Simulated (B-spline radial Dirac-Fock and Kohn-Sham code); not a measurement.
# X-ray lines that fill the M5 vacancy in Ta⁺

System: tantalum as Ta⁺ in the configuration 1s2 2s2 2p6 3s2 3p6 3d10 4s2 4p6 4d10 4f14 5s2 5p6 5d3 6s1, inside a Watson sphere of charge -1 and radius 2.4 Å (a model of the Madelung potential; inside it an electron's potential energy is raised by 6.0 eV).

Method: independent-particle radiative and Coulomb Auger rates from relativistic LDA hole-state orbitals, with Dirac-Fock energies. Computed with a radial atomic solver.

```
       line  multipole  energy (eV)  rate (s⁻¹)  share (%)
Mζ1 (M5-N3)         E1       1326.5    1.87e+12       3.88
      M5-O3         E1       1699.2    2.70e+11      0.563
Mα2 (M5-N6)         E1       1710.3    2.24e+12       4.67
Mα1 (M5-N7)         E1       1712.2    4.37e+13       90.9
```

The listed lines hold 100.0 % of the radiative rate. The radiative width is 0.0316 eV in the length form and 0.0319 eV in the velocity form; the two differ because the transition energies are not eigenvalue differences of the potential that gave the orbitals.
